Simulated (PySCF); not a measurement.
**Nuclear quadrupole coupling in `C=C[SiH2]NC`**

Species: C₃H₉NSi.
Z-matrix (Å and degrees, GFN2-xTB geometry), rows numbered from 1:
```
C 
C   1  1.3225
Si  2  1.8805  1  125.95
N   3  1.7183  2  106.49  1   -18.48
C   4  1.4417  3  123.08  2   178.31
H   1  1.0781  2  121.55  3     0.92
H   1  1.0804  2  122.85  3  -178.88
H   2  1.0830  1  118.20  3   178.39
H   3  1.4688  2  111.98  1    97.15
H   3  1.4772  2  108.16  1  -143.25
H   4  1.0093  3  117.68  2   -34.98
H   5  1.0922  4  110.27  3  -155.87
H   5  1.0876  4  108.81  3   -36.89
H   5  1.0964  4  112.65  3    82.87
```

Field gradients from the PBE0/pcSseg-1 density (PySCF, non-relativistic), principal values in atomic units, ordered |Vxx| ≤ |Vyy| ≤ |Vzz|:

```
atom     Vxx     Vyy      Vzz
  N4  0.3369  0.7213  -1.0582
```

**Question.** Find the asymmetry η = (Vxx − Vyy)/Vzz and the couplings χ = eQV/h (234.96 MHz × Q in barn × V in au), with Q(14N) = 0.02044 b.

**Answer.** 
| atom | environment | nucleus | η | χzz (MHz) | χxx (MHz) | χyy (MHz) |
| --- | --- | --- | --- | --- | --- | --- |
| N4 | silicon-bound nitrogen | 14N | 0.36 | -5.08 | 1.62 | 3.46 |

**Question.** What is Vzz at N4 in SI units (1 au = 9.71736 × 10²¹ V/m²)?

**Answer.** -1.0582 au = -10.283 × 10²¹ V/m².

Were the hydrogens deuterons (Q(2H) = 0.00286 b), χzz would run from 101 kHz (H10) to 282 kHz (H11).

The structure is a single GFN2-xTB conformer in the gas phase; no vibrational or solvent corrections. GFN2-xTB bond lengths can be off by several hundredths of an ångström, more for odd bonds, and the gradients follow them. With so small a basis the couplings can be 20 % off.
